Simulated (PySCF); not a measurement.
Basis and Hamiltonian dependence of the ionisation energy of Ga²⁺

Ga²⁺ [Ar] 3d10 4s1 (2S) → Ga³⁺ [Ar] 3d10 (1S). All values are computed (PySCF 2.14, energy differences of UHF-based or UKS calculations, no spin-orbit coupling). Values in eV.

```csv
basis,Hamiltonian,functions,UHF,PBE,PBE0,CCSD(T) (valence and next inner shell)
cc-pVDZ-DK,spin-free X2C,27,29.698,n/a,n/a,n/a
6-31G*,non-relativistic,32,29.199,30.923,30.585,n/a
def2-SVP,non-relativistic,32,29.107,n/a,n/a,n/a
aug-cc-pVDZ-PP with ECP10MDF,ECP,32,29.677,31.446,31.105,n/a
aug-cc-pVDZ-DK,spin-free X2C,36,29.695,31.505,31.155,n/a
def2-TZVP,non-relativistic,48,29.183,31.029,30.657,n/a
def2-TZVPPD,non-relativistic,54,29.184,31.029,30.657,29.675
"x2c-TZVPPall with one added diffuse shell each of s, p, d type",spin-free X2C,57,29.629,31.548,31.161,30.149
"aug-cc-pVTZ-PP with one added diffuse shell each of s, d, f type with ECP10MDF",ECP,68,29.630,31.473,31.107,n/a
dyall-av2z,non-relativistic,92,29.187,31.067,30.685,n/a
def2-QZVPPD,non-relativistic,95,29.190,31.067,30.684,30.131
aug-cc-pwCVTZ-PP with ECP10MDF,ECP,96,29.629,31.522,31.135,n/a
"x2c-QZVPPall with one added diffuse shell each of s, p, d, f type",spin-free X2C,110,29.633,31.609,31.203,n/a
aug-cc-pV5Z-PP with ECP10MDF,ECP,136,29.629,31.503,31.123,n/a
```

Frozen in the all-electron rows: valence: [Ar] 3d10; valence and next inner shell: [Ne]; with a core potential, the same shells as far as they lie outside it.

Non-relativistic rows lack the scalar-relativistic shift.

Reference for a calculation without spin-orbit coupling: 30.726 eV (measured, between term centres; NIST).
